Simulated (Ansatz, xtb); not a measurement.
Relative energy of two isomers of C4H3N3

Structure a: `N#Cc1cnc[nH]1`, a singlet. Structure b: `N#Cc1ncc[nH]1`, a singlet. Both are isolated molecules in the gas phase, relaxed with B3LYP/def2-SVP.

Estimate E(b) − E(a) at the level CCSD(T)/def2-SVP + ΔMP2/def2-TZVPP.

Calculated at CCSD(T)/def2-SVP + ΔMP2/def2-TZVPP: E(b) − E(a) = +7.97 kJ/mol, so structure a lies lower.

The same difference at several levels:

| level | geometry | E(b) − E(a) (kJ/mol) | departure from the last row (kJ/mol) | job, with rough time for the two |
| --- | --- | --- | --- | --- |
| GFN2-xTB | GFN2-xTB | +9.02 | +1.06 | optimisation, 0.092 s |
| HF/STO-3G | GFN2-xTB | +4.08 | −3.89 | single point, 0.36 s |
| r2SCAN-D4/def2-SVP | GFN2-xTB | +8.07 | +0.10 | single point, 4.8 s |
| B3LYP/def2-SVP | B3LYP/def2-SVP | +8.00 | +0.03 | optimisation, 38 s |
| HF/def2-SVP | B3LYP/def2-SVP | +12.94 | +4.97 | part of the CCSD(T) run |
| MP2/def2-SVP | B3LYP/def2-SVP | +4.73 | −3.24 | part of the CCSD(T) run |
| CCSD(T)/def2-SVP | B3LYP/def2-SVP | +8.51 | +0.54 | single point |
| CCSD(T)/def2-SVP + ΔMP2/def2-TZVPP | B3LYP/def2-SVP | +7.97 |  | single point, 58 s |

As drawn, both hold the same kinds of bond in the same numbers.

None of the levels shown reverses the order. The largest departure from CCSD(T)/def2-SVP + ΔMP2/def2-TZVPP is that of HF/def2-SVP, 4.97 kJ/mol. The last row adds to CCSD(T) the change of the MP2 difference between the two basis sets, here −0.54 kJ/mol.

With thermal terms from frequencies at re-optimised GFN2-xTB minima (ideal gas, soft modes damped towards free rotors, one conformer each, 298.15 K, 1 atm): the zero-point term adds −0.25 kJ/mol; ΔH is +7.69 and ΔG +7.81 kJ/mol.

The correlated steps freeze 7 core orbitals. Run with Ansatz 0.2.0, xtb 6.7.1; the last row on 2 threads of Arm Neoverse V2 on a shared host.
